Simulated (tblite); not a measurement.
A tight-binding relaxation on `Cn1ncc(C(C)(C)C)n1`.

Computed with GFN2-xTB geometry optimisation, gas phase (tblite 0.8.0). Start geometry: from a force field or distance geometry. The input is one job of a driver script: a line of settings, then coordinates in Å.

Command:
```bash
OMP_NUM_THREADS=1 python probes_run.py task.json out
```

Input:
```
{"job": {"kind": "relax", "xc": "GFN2-xTB", "basis": "xTB"}, "charge": 0, "multiplicity": 1}
C      3.687500     0.220600     0.190300
N      2.339500     0.053600    -0.334000
N      2.143200    -0.322500    -1.597800
C      0.800100    -0.381500    -1.645400
C      0.255300    -0.070100    -0.365800
C     -1.189400    -0.012000     0.082900
C     -2.160600    -0.355400    -1.060800
C     -1.410600    -1.012700     1.235500
C     -1.521300     1.403200     0.588800
N      1.263400     0.205700     0.472500
H      4.333300     0.541300    -0.622900
H      4.008900    -0.736600     0.600500
H      3.656100     0.988400     0.982900
H      0.307600    -0.665400    -2.558700
H     -2.063000     0.347800    -1.894800
H     -3.205100    -0.312700    -0.704300
H     -1.983500    -1.366600    -1.438700
H     -2.462200    -1.011800     1.564400
H     -0.791800    -0.785800     2.108000
H     -1.171500    -2.037800     0.921100
H     -1.368700     2.160300    -0.193900
H     -2.574200     1.476600     0.906600
H     -0.897900     1.700300     1.456400
```

Q: What does the run print?

A: 
```
step      E/eV     max force
  0    -826.63410    2.949
  1    -826.81738    0.876
  2    -826.84137    0.310
  3    -826.84868    0.296
  4    -826.85908    0.257
  5    -826.86432    0.164
  6    -826.86801    0.123
  7    -826.87029    0.100
  8    -826.87189    0.091
  9    -826.87304    0.094
... (24 lines left out)
 34    -826.88087    0.017
 35    -826.88092    0.019
 36    -826.88097    0.020
 37    -826.88102    0.019
 38    -826.88107    0.016
 39    -826.88112    0.018
 40    -826.88117    0.020
 41    -826.88122    0.016
 42    -826.88125    0.012
 43    -826.88126    0.009
```

«max force» is the largest atomic force in eV/Å.

Q: From which step on does the largest force stay under 0.1 eV/Å, and how much energy is left to gain from there?

A: From step 7 (0.100 eV/Å), 11.0 meV above the end.

Main results: energy lowered by 5.7 kcal/mol over 43 steps; largest atomic force 0.009 eV/Å at the end.

Q: Give the final coordinates.

A: 0.056 Å rms from the input after alignment:
```
atom  x, y, z in Å
C1     3.6321    0.2240    0.2153
N2     2.3121    0.0452   -0.3072
N3     2.0822   -0.2984   -1.5504
C4     0.7619   -0.3837   -1.6362
C5     0.2180   -0.0743   -0.3820
C6    -1.2062   -0.0142    0.0794
C7    -2.1555   -0.3597   -1.0686
C8    -1.3893   -1.0132    1.2282
C9    -1.4951    1.4038    0.5861
N10    1.2389    0.1908    0.4309
H11    4.2891    0.5333   -0.5948
H12    4.0052   -0.7091    0.6437
H13    3.5999    0.9850    0.9927
H14    0.2826   -0.6486   -2.5546
H15   -2.0372    0.3424   -1.8912
H16   -3.1857   -0.3124   -0.7223
H17   -1.9640   -1.3649   -1.4382
H18   -2.4088   -0.9719    1.6054
H19   -0.7036   -0.7762    2.0375
H20   -1.1868   -2.0268    0.8878
H21   -1.3703    2.1286   -0.2160
H22   -2.5151    1.4698    0.9575
H23   -0.8094    1.6575    1.3902
```

Time: 0.29 s. Hardware: one thread, Arm Neoverse V2 (aarch64), shared host.
Labels such as C1 count atoms from 1, the log's own numbers from 0.
